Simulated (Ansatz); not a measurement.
Total energies of the cluster Ga₃ (the lowest doublet isomer of a short search) from Ansatz at PBE-D4/def2-TZVPD, gas phase (1 Eh = 27.2114 eV = 2625.5 kJ/mol). The reference geometry is relaxed at PBE-D4/def2-TZVP.

```xyz
3

Ga   -0.081    1.439    0.217
Ga    1.152   -0.747    0.491
Ga   -1.070   -0.692   -0.707
```

```csv
state,geometry,energy (Eh)
charge 0 doublet,reference,-5773.68462
charge -1 singlet,reference,-5773.74320
charge -1 singlet,relaxed at PBE-D4/def2-TZVPD,-5773.74325
```

Other spin states of the ions weren't run at this level and may lie lower.

Task: Work out the vertical electron affinity, to the singlet.

Result: E(charge 0 doublet) − E(charge -1 singlet) = -5773.68462 − (-5773.74320) = 0.05858 Eh = 1.59 eV.

Task: How much does the charge -1 singlet relax, and what is the adiabatic electron affinity?

Result: Relaxation: -5773.74320 − (-5773.74325) = 0.00005 Eh = 0.00 eV. Adiabatic electron affinity: 0.05863 Eh = 1.60 eV, without zero-point energy. 

At PBE-D4/def2-TZVPD the highest occupied level of the charge -1 singlet lies above zero (up to 0.45 eV). By energy differences its removal costs 1.59 eV (vertical, to the charge 0 doublet, at PBE-D4/def2-TZVPD); a positive level beside a positive removal energy at the same level points to self-interaction error. At PBE-D4/def2-TZVPD the highest occupied level of the relaxed charge -1 singlet lies above zero (up to 0.45 eV). Its loss leaves the charge 0 doublet, which lies 1.60 eV higher (each at its own geometry, at PBE-D4/def2-TZVPD), but this difference is unsure: another spin of that charge lies lower.  At PBE0-D4/def2-TZVP a quartet lies 0.05 eV below the doublet.

The structure comes from a short search, and lower isomers may exist.
